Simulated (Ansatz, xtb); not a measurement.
# AlHNZn: 3 structures ranked

3 gas-phase structures of AlHNZn, found in a search over its isomers (lower ones may exist). Each was relaxed with GFN2-xTB; where two conformers were screened, the lower at r2SCAN-D4/def2-SVP is listed:

A. a doublet given by its coordinates
B. `[Al][N][ZnH]`, a doublet
C. `[Al][NH][Zn]`, a doublet

A (Å):

```yaml
atoms:
  - { symbol: Al, position_ang: [0.9025, -0.3086, 1.3203] }
  - { symbol: N, position_ang: [-0.1274, 0.2932, 0.0752] }
  - { symbol: Zn, position_ang: [-1.1283, -1.5873, 0.4111] }
  - { symbol: H, position_ang: [-0.2420, 1.1013, -0.5282] }
```

Close contacts (Å): Al1–N2 1.72, Al1–Zn3 2.57, N2–Zn3 2.16, N2–H4 1.02.

Q: Estimate their order in r2SCAN-D4/def2-SVP energy at these geometries, lowest first.

A: Calculated order at r2SCAN-D4/def2-SVP: C (0.0), A (1.8), B (17.1) kcal/mol.

Energies above the lowest of each column, in kcal/mol; the last columns are at PBE0-D3(BJ)/def2-SVP geometries (a dash: not run or not comparable):

| structure | GFN2-xTB | HF/STO-3G | r2SCAN-D4/def2-SVP | PBE0-D3(BJ)/def2-SVP | CCSD(T)/def2-SVP |
| --- | --- | --- | --- | --- | --- |
| C | 2.2 | 0.0 | 0.0 | 0.0 | 0.0 |
| A | 0.0 | 3.6 | 1.8 | relaxes to C | – |
| B | 24.2 | 39.8 | 17.1 | 29.7 | 29.5 |

CCSD(T)/def2-SVP puts C lowest of those it was run on; GFN2-xTB picks A. Frequencies (PBE0-D3(BJ)/def2-SVP) were run for B, C alone. Open shells are spin-unrestricted, some with notable spin contamination. Large T1 diagnostics make some coupled-cluster values less sure.

Programs: Ansatz 0.2.0, xtb 6.7.1.
